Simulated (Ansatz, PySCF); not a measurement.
This Ansatz (a program for electronic structure) input computes a r2SCAN/def2-TZVPD energy:

Ansatz 0.2 input:
```yaml
crystal:
  periodic: [false, false, false]
  atoms:
    - {symbol: Sb, position_ang: [-0.00000000, -0.00000000, 0.00000000]}
    - {symbol: H, position_ang: [-0.01070777, 0.00403362, 1.77431359]}
    - {symbol: H, position_ang: [0.01070777, -0.00403362, -1.77431359]}
    - {symbol: H, position_ang: [1.71491811, -0.02915935, 0.01041561]}
    - {symbol: H, position_ang: [-0.83218633, 1.49976588, -0.00843162]}
    - {symbol: H, position_ang: [-0.88273178, -1.47060652, -0.00198399]}
basis:
  gaussian:
    orbitals: def2-TZVPD
hamiltonian:
  xc: {name: r2SCAN}
output: {forces: true}
```

Problem. Write an input for the same energy in PySCF and say what it gives.

Solution. 
```python
from pyscf import gto, scf, dft

mol = gto.M(
    atom='''
    Sb   -0.00000000   -0.00000000    0.00000000
    H    -0.01070777    0.00403362    1.77431359
    H     0.01070777   -0.00403362   -1.77431359
    H     1.71491811   -0.02915935    0.01041561
    H    -0.83218633    1.49976588   -0.00843162
    H    -0.88273178   -1.47060652   -0.00198399
    ''',
    basis='def2-tzvpd',
    ecp='def2-tzvp',
    charge=0,
    spin=0,
    verbose=4,
)

mf = dft.RKS(mol, xc='r2scan').density_fit(auxbasis='def2-universal-jkfit')
mf.grids.level = 4
mf.conv_tol = 1e-9
mf.max_cycle = 100
mf.max_memory = 1500
mf.kernel()
if not mf.converged:
    mf = mf.newton()
    mf.kernel(mf.make_rdm1())
mf.analyze()
```
It gives -243.20932 Eh, and Ansatz -243.20924 Eh, a difference of 0.08 mEh, from the treatment of integrals and grids.
